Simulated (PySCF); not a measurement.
Methyldichlorosilane, CH4Cl2Si.
Numbering: `[CH3:1][SiH:2]([Cl:3])[Cl:4]` (hydrogens: H5, H6, H7 on C1; H8 on Si2)

The same species was optimised twice, with GFN2-xTB and with PBE0-D3(BJ)/def2-SVP (PySCF), and the same property calculations (PySCF, gas phase) were run on both structures.

```csv
coordinate,GFN2-xTB,PBE0-D3(BJ)/def2-SVP,change
Si2–Cl3 (Å),2.020,2.065,+0.045
Si2–Cl4 (Å),2.021,2.065,+0.044
C1–Si2 (Å),1.897,1.854,-0.043
Si2–H8 (Å),1.457,1.484,+0.027
C1–H6 (Å),1.086,1.101,+0.015
C1–H7 (Å),1.086,1.101,+0.015
C1–H5 (Å),1.088,1.100,+0.012
Si2–C1–H6 (°),111.3,110.1,-1.2
H5–C1–H7 (°),107.5,108.6,+1.1
H6–C1–H7 (°),107.7,108.7,+1.0
H5–C1–H6 (°),107.5,108.6,+1.1
C1–Si2–H8 (°),112.5,113.5,+1.0
Si2–C1–H5 (°),111.4,110.4,-1.0
Si2–C1–H7 (°),111.2,110.4,-0.8
Cl4–Si2–H8 (°),108.2,107.6,-0.6
```

Rotational constants: A = 4281, B = 2464, C = 1715 MHz (GFN2-xTB) against A = 4283, B = 2375, C = 1674 MHz (PBE0-D3(BJ)/def2-SVP). Point groups within 0.08 Å: Cs and Cs. Atoms that the bonding makes alike are paired by their places after alignment.

On the GFN2-xTB structure: HOMO (eV) -8.92 [PBE0/pcSseg-1]; LUMO (eV) 0.71 [PBE0/pcSseg-1]; dipole (D) 2.03 [PBE0/pcSseg-1]; GIAO shielding of C1 (ppm) 178.1 [PBE0/pcSseg-1]; GIAO shielding of Si2 (ppm) 330.9 [PBE0/pcSseg-1]; GIAO shielding of Cl3/Cl4 (mean) (ppm) 891.1 [PBE0/pcSseg-1].

**Question.** What do these properties become on the PBE0-D3(BJ)/def2-SVP structure?

**Answer.** 
| property | level | on GFN2-xTB | on PBE0-D3(BJ)/def2-SVP | change |
| --- | --- | --- | --- | --- |
| HOMO (eV) | PBE0/pcSseg-1 | -8.92 | -8.98 | -0.06 |
| LUMO (eV) | PBE0/pcSseg-1 | 0.71 | 0.42 | -0.29 |
| dipole (D) | PBE0/pcSseg-1 | 2.03 | 2.38 | +0.35 |
| energy, GFN2-xTB geometry as zero (kcal/mol) | PBE0/pcSseg-1 | 0.0 | -1.4 | -1.4 |
| GIAO shielding of C1 (ppm) | PBE0/pcSseg-1 | 178.1 | 176.9 | -1.2 |
| GIAO shielding of Si2 (ppm) | PBE0/pcSseg-1 | 330.9 | 320.8 | -10.1 |
| GIAO shielding of Cl3/Cl4 (mean) (ppm) | PBE0/pcSseg-1 | 891.1 | 876.5 | -14.6 |

The heavy atoms differ by 0.029 Å rms after alignment. Among all bonds Si2–Cl3 and Si2–Cl4 change most and about equally (+0.044 to +0.045 Å). Changes are differences of the printed values. Neither structure is proved a minimum here.
